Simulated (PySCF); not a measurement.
B3LYP has the VWN-RPA correlation part, as in Gaussian. Delta-SCF ions had no search for a lower state. Excitations are Tamm–Dancoff values on a coarser integration grid. The basis has no diffuse functions, so Rydberg states are missing or too high.

Cartesian coordinates (Å):
SMILES: BS
```xyz
5

B     -0.5759     0.0944     0.0040
S      1.1196     0.5685     0.1975
H     -1.3763     0.9474     0.2060
H     -0.8798    -1.0083    -0.3080
H      1.7124    -0.6020    -0.0995
```
Charge 0, spin multiplicity 1.

Problem. What is the computed HOMO–LUMO gap, T1 excitation (TDA), brightest of the four lowest singlets (TDA), S1 excitation (TDA), S1–T1 gap (TDA), total energy, vertical ionisation energy (Delta-SCF) and HOMO (B3LYP-D3(BJ)/def2-TZVP (PySCF 2.14.0))?

Solution. 
```
Item                                                Value
-------------------------------------------  ------------
HOMO–LUMO gap                                     6.68 eV
T1 excitation (TDA)                               4.64 eV
brightest of the four lowest singlets (TDA)       6.50 eV
S1 excitation (TDA)                               6.15 eV
S1–T1 gap (TDA)                                   1.50 eV
total energy                                 -11562.28 eV
vertical ionisation energy (Delta-SCF)           10.98 eV
HOMO                                             -8.19 eV
```
